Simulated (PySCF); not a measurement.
## Two-component Hartree-Fock for Hf³⁰⁺ (hafnium, charge +30)

Start: [Kr] 4d6; 4d3/2 filled at m_j = -3/2, -1/2, +1/2, +3/2; 4d5/2 filled at m_j = +3/2, +5/2. Calculated with PySCF 2.14 in an uncontracted even-tempered set (17 s from 2.8 bohr⁻², ratio 2.8; 14 p from 3.6 bohr⁻², ratio 2.8; 9 d from 3.6 bohr⁻², ratio 2.8; 3 f from 15 bohr⁻², ratio 3): generalised Hartree-Fock with the X2C-1e Hamiltonian and a Gaussian nucleus; one run each with spin-orbit coupling (SO) switched off, then screened by Boettger's factors.

```json
{"spinor shell": "1s1/2", "electrons": "2", "ε, spin-free (eV)": "-66804.2", "ε, screened SO (eV)": "-66785.1", "weight of nominal j (screened SO)": "1.000", "rms radius, screened SO (bohr)": "0.0215"}
{"spinor shell": "2s1/2", "electrons": "2", "ε, spin-free (eV)": "-12491.3", "ε, screened SO (eV)": "-12484.8", "weight of nominal j (screened SO)": "1.000", "rms radius, screened SO (bohr)": "0.0870"}
{"spinor shell": "2p1/2", "electrons": "2", "ε, spin-free (eV)": "-11105.4", "ε, screened SO (eV)": "-11955.2", "weight of nominal j (screened SO)": "1.000", "rms radius, screened SO (bohr)": "0.0740"}
{"spinor shell": "2p3/2", "electrons": "4", "ε, spin-free (eV)": "-11105.4", "ε, screened SO (eV)": "-10755.4", "weight of nominal j (screened SO)": "1.000", "rms radius, screened SO (bohr)": "0.0812"}
{"spinor shell": "3s1/2", "electrons": "2", "ε, spin-free (eV)": "-3754.5", "ε, screened SO (eV)": "-3752.0", "weight of nominal j (screened SO)": "1.000", "rms radius, screened SO (bohr)": "0.222"}
{"spinor shell": "3p1/2", "electrons": "2", "ε, spin-free (eV)": "-3332.8", "ε, screened SO (eV)": "-3519.4", "weight of nominal j (screened SO)": "1.000", "rms radius, screened SO (bohr)": "0.213"}
{"spinor shell": "3p3/2", "electrons": "4", "ε, spin-free (eV)": "-3332.8", "ε, screened SO (eV)": "-3253.9", "weight of nominal j (screened SO)": "1.000", "rms radius, screened SO (bohr)": "0.227"}
{"spinor shell": "3d3/2", "electrons": "4", "ε, spin-free (eV)": "-2832.4", "ε, screened SO (eV)": "-2867.6", "weight of nominal j (screened SO)": "0.999", "rms radius, screened SO (bohr)": "0.200"}
{"spinor shell": "3d5/2", "electrons": "6", "ε, spin-free (eV)": "-2832.4", "ε, screened SO (eV)": "-2806.3", "weight of nominal j (screened SO)": "0.999", "rms radius, screened SO (bohr)": "0.204"}
{"spinor shell": "4s1/2", "electrons": "2", "ε, spin-free (eV)": "-1551.5", "ε, screened SO (eV)": "-1550.5", "weight of nominal j (screened SO)": "1.000", "rms radius, screened SO (bohr)": "0.463"}
{"spinor shell": "4p1/2", "electrons": "2", "ε, spin-free (eV)": "-1392.5", "ε, screened SO (eV)": "-1452.9", "weight of nominal j (screened SO)": "0.996", "rms radius, screened SO (bohr)": "0.467"}
{"spinor shell": "4p3/2", "electrons": "4", "ε, spin-free (eV)": "-1392.5", "ε, screened SO (eV)": "-1366.0", "weight of nominal j (screened SO)": "0.998", "rms radius, screened SO (bohr)": "0.494"}
{"spinor shell": "4d3/2", "electrons": "4", "ε, spin-free (eV)": "-1205.3", "ε, screened SO (eV)": "-1211.8", "weight of nominal j (screened SO)": "0.955", "rms radius, screened SO (bohr)": "0.487"}
{"spinor shell": "4d5/2", "electrons": "2", "ε, spin-free (eV)": "-1205.3", "ε, screened SO (eV)": "-1196.3", "weight of nominal j (screened SO)": "0.953", "rms radius, screened SO (bohr)": "0.494"}
```

```
   quantity     spin-free   screened SO
E (hartree)  -14608.83311  -14625.36966
        M_J             4             4
       ⟨J²⟩        20.001        20.020
       ⟨L²⟩         6.001        11.100
       ⟨S²⟩         6.000         3.527
```

Each row is a mean over spinors that exchange with the open shell spreads, by up to 22.214 eV (4p3/2).

Breit and QED terms are absent; they matter most for the inner s and p1/2 levels.

Densities and radii are taken from the X2C orbitals without a picture-change correction, which distorts them close to the nucleus.

Without spin-orbit coupling the j labels of p, d and f shells carry no meaning; the spin-free column gives the mean over the occupied spinors of each nl shell.
